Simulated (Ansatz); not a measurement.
The cluster Mn2Cu⁻. The state is a multiplicity 9 with charge -1. Geometry PBE-D4/def2-TZVPD.

Cartesian coordinates in Å:
```
Cu 0.003 0.001 -0.002
Mn 1.121 -2.125 0.541
Mn -1.124 2.124 -0.539
```

At PBE-D4/def2-TZVPD, r2SCAN-D4/def2-TZVPD, PBE0-D4/def2-TZVPD, r2SCAN0-D4/def2-TZVPD and others the charge -1 multiplicity 9 is spin-contaminated (final ⟨S²⟩ up to 21.89, 20.00 for a pure state). At PBE-D4/def2-TZVPD, r2SCAN-D4/def2-TZVPD, PBE0-D4/def2-TZVPD, r2SCAN0-D4/def2-TZVPD the highest occupied level of the charge -1 multiplicity 9 lies above zero (up to 1.00 eV). It is a level of β spin, whose loss leaves a multiplicity 10; that state wasn't run at this geometry and level. The electron is either unbound and held by the finite basis, or the level is raised by self-interaction error. No other spin state of charge -1 was run. The geometry of the multiplicity 9 was relaxed on an unsound state (⟨S²⟩ 20.97, where a pure state has 20.00). Another isomer (multiplicity 9) lies 0.37 eV lower at PBE0-D4/def2-TZVPD; other spin states weren't run for this one.

Estimate the α-spin orbital energies around the gap (eV) in Ansatz with PBE-D4/def2-TZVPD, r2SCAN-D4/def2-TZVPD, PBE0-D4/def2-TZVPD, r2SCAN0-D4/def2-TZVPD, ωB97M-V/def2-TZVPD.


```json
{"orbital": "HOMO−5", "PBE-D4/def2-TZVPD": "-1.40", "r2SCAN-D4/def2-TZVPD": "-1.81", "PBE0-D4/def2-TZVPD": "-3.66", "r2SCAN0-D4/def2-TZVPD": "-3.98", "ωB97M-V/def2-TZVPD": "-6.18"}
{"orbital": "HOMO−4", "PBE-D4/def2-TZVPD": "-1.37", "r2SCAN-D4/def2-TZVPD": "-1.72", "PBE0-D4/def2-TZVPD": "-3.60", "r2SCAN0-D4/def2-TZVPD": "-3.93", "ωB97M-V/def2-TZVPD": "-6.12"}
{"orbital": "HOMO−3", "PBE-D4/def2-TZVPD": "-1.36", "r2SCAN-D4/def2-TZVPD": "-1.62", "PBE0-D4/def2-TZVPD": "-3.49", "r2SCAN0-D4/def2-TZVPD": "-3.78", "ωB97M-V/def2-TZVPD": "-5.99"}
{"orbital": "HOMO−2", "PBE-D4/def2-TZVPD": "-1.21", "r2SCAN-D4/def2-TZVPD": "-1.59", "PBE0-D4/def2-TZVPD": "-3.48", "r2SCAN0-D4/def2-TZVPD": "-3.77", "ωB97M-V/def2-TZVPD": "-5.99"}
{"orbital": "HOMO−1", "PBE-D4/def2-TZVPD": "-1.17", "r2SCAN-D4/def2-TZVPD": "-1.46", "PBE0-D4/def2-TZVPD": "-2.63", "r2SCAN0-D4/def2-TZVPD": "-2.88", "ωB97M-V/def2-TZVPD": "-4.64"}
{"orbital": "HOMO", "PBE-D4/def2-TZVPD": "-0.98", "r2SCAN-D4/def2-TZVPD": "-1.38", "PBE0-D4/def2-TZVPD": "-1.97", "r2SCAN0-D4/def2-TZVPD": "-2.35", "ωB97M-V/def2-TZVPD": "-3.66"}
{"orbital": "LUMO", "PBE-D4/def2-TZVPD": "1.02", "r2SCAN-D4/def2-TZVPD": "1.08", "PBE0-D4/def2-TZVPD": "1.39", "r2SCAN0-D4/def2-TZVPD": "1.45", "ωB97M-V/def2-TZVPD": "2.58"}
{"orbital": "LUMO+1", "PBE-D4/def2-TZVPD": "1.67", "r2SCAN-D4/def2-TZVPD": "1.68", "PBE0-D4/def2-TZVPD": "2.03", "r2SCAN0-D4/def2-TZVPD": "2.03", "ωB97M-V/def2-TZVPD": "3.12"}
{"orbital": "LUMO+2", "PBE-D4/def2-TZVPD": "1.79", "r2SCAN-D4/def2-TZVPD": "1.92", "PBE0-D4/def2-TZVPD": "2.23", "r2SCAN0-D4/def2-TZVPD": "2.36", "ωB97M-V/def2-TZVPD": "3.25"}
{"orbital": "LUMO+3", "PBE-D4/def2-TZVPD": "2.36", "r2SCAN-D4/def2-TZVPD": "2.47", "PBE0-D4/def2-TZVPD": "2.67", "r2SCAN0-D4/def2-TZVPD": "2.81", "ωB97M-V/def2-TZVPD": "3.27"}
{"orbital": "LUMO+4", "PBE-D4/def2-TZVPD": "2.40", "r2SCAN-D4/def2-TZVPD": "2.53", "PBE0-D4/def2-TZVPD": "2.70", "r2SCAN0-D4/def2-TZVPD": "2.90", "ωB97M-V/def2-TZVPD": "3.73"}
{"orbital": "LUMO+5", "PBE-D4/def2-TZVPD": "2.49", "r2SCAN-D4/def2-TZVPD": "2.63", "PBE0-D4/def2-TZVPD": "2.85", "r2SCAN0-D4/def2-TZVPD": "3.04", "ωB97M-V/def2-TZVPD": "3.84"}
{"orbital": "β HOMO", "PBE-D4/def2-TZVPD": "1.00", "r2SCAN-D4/def2-TZVPD": "0.90", "PBE0-D4/def2-TZVPD": "0.59", "r2SCAN0-D4/def2-TZVPD": "0.43", "ωB97M-V/def2-TZVPD": "-0.58"}
{"orbital": "β LUMO", "PBE-D4/def2-TZVPD": "1.23", "r2SCAN-D4/def2-TZVPD": "1.44", "PBE0-D4/def2-TZVPD": "1.97", "r2SCAN0-D4/def2-TZVPD": "1.89", "ωB97M-V/def2-TZVPD": "3.29"}
```
